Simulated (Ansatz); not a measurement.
`C[O][Zr]([F])([F])[Br]` + HBr → `[F][Zr]([F])([Br])[Br]` + CH₃OH at 298.15 K and 1 bar (ligand exchange at a Zr–O bond).

Isolated molecules relaxed with PBE0-D4/def2-TZVP in Ansatz; ΔE leaves out vibrations. CCSD(T)/CBS adds triple-zeta CCSD(T) − MP2 to the extrapolated MP2 energy (def2 sets, frozen cores). This one scheme is used for every species. def2 core potentials past Kr. For Br, Zr outer-core shells are correlated without core-valence functions, which leaves a few kJ/mol of doubt a bond. Scalar relativity is left out up to krypton. Each species was taken in one conformer, which may not be the lowest.

| species | CCSD(T)/CBS energy (Eh) | H − E (kJ/mol) | S (J/(mol·K)) |
| --- | --- | --- | --- |
| `C[O][Zr]([F])([F])[Br]` | -2935.22368 | 149.4 | 426.9 |
| HBr | -2573.91920 | 24.6 | 198.6 |
| `[F][Zr]([F])([Br])[Br]` | -5393.52850 | 37.4 | 383.4 |
| CH₃OH | -115.61712 | 146.3 | 238.2 |

H − E and S are ideal-gas, rigid-rotor, harmonic terms from PBE0-D4/def2-TZVP, for one conformer and one mirror image of each species. 1 Eh = 2625.50 kJ/mol, R = 8.31446 J/(mol·K).

By hand: ΔE, ΔH, ΔS and ΔG.

ΔE = (-5393.52850) + (-115.61712) − (-2935.22368) − (-2573.91920) = -0.00274 Eh = -7.2 kJ/mol. Δ(H − E) = 37.4 + 146.3 − 149.4 − 24.6 = 9.7, so ΔH = 2.5 kJ/mol. ΔS = 383.4 + 238.2 − 426.9 − 198.6 = -3.9 J/(mol·K). ΔG = 2.5 − 298.15 × (-3.9)/1000 = 3.7 kJ/mol.

By hand: the equilibrium constant, and the temperature at which ΔG would vanish if ΔH and ΔS stayed fixed.

log₁₀ K = −ΔG/(RT ln 10) = -0.6. ΔH and −TΔS have one sign here, so there is no such temperature.

TΔS isn't small against ΔH here. The sign of ΔG lies within the doubt. A doubt of 5 kJ/mol in ΔE shifts log₁₀ K by 0.9 here. Other conformers and mirror images would add mixing entropy, several J/(mol·K) or more a flexible species. Modes under 60 cm⁻¹, often nearly free rotors, make the harmonic entropy too high. These are equilibria of isolated gas molecules and say nothing of rates. Largest T1 diagnostic: 0.015 (customary marks: 0.02 for closed shells, 0.045 for open ones).

ΔS is within the doubt of such terms, so its sign, and with it that verdict, could turn.
